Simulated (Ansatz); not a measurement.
Reaction (ligand exchange at a B–C bond): `OB/[C]([AlH2])=C\Cl` + H₂Te → `OB[TeH]` + `[AlH2]/[CH]=C/Cl`

Computed with Ansatz on PBE0-D4/def2-TZVP structures; ΔE is electronic, products minus reactants. CBS: MP2 limit from def2 TZ/QZ plus the TZ coupled-cluster correction, frozen cores. Double bonds are as drawn, so ΔE can hold a change between cis and trans. DFT in def2-TZVPP. B3LYP here is the variant with VWN-RPA as its local correlation; programs differ in this. Elements past krypton have def2 core potentials. For Te outer-core shells are correlated without core-valence functions, which leaves a few kJ/mol of doubt a bond. One conformer a species, not always the lowest.

| level | ΔE (kJ/mol) | difference from CCSD(T)/CBS |
| --- | --- | --- |
| PBE-D4 | -27.1 | 1.3 |
| r2SCAN-D4 | -27.1 | 1.3 |
| PBE0-D4 | -26.1 | 2.3 |
| B3LYP-D4 | -22.2 | 6.2 |
| ωB97M-V | -21.2 | 7.2 |
| PBE | -30.0 | -1.6 |
| r2SCAN | -28.2 | 0.2 |
| HF/def2-TZVPP | -25.0 | 3.4 |
| MP2/def2-TZVPP | -28.8 | -0.4 |
| SCS-MP2/def2-TZVPP | -27.1 | 1.3 |
| CCSD/def2-TZVPP | -24.3 | 4.1 |
| CCSD(T)/def2-TZVPP | -24.9 | 3.5 |
| MP2/def2-QZVPP | -30.9 | -2.5 |
| SCS-MP2/def2-QZVPP | -29.0 | -0.6 |
| MP2/CBS(def2) | -32.4 | -4.0 |
| CCSD/CBS(def2) | -27.9 | 0.5 |
| CCSD(T)/CBS | -28.4 | 0 |

Largest T1 diagnostic among the species: 0.013.

The D4 term adds +4.3 kJ/mol with B3LYP and +2.7 kJ/mol with PBE0; it sums over pairs of atoms, weighted by their polarisabilities, and B3LYP, whose exchange is more repulsive, gets the larger term.
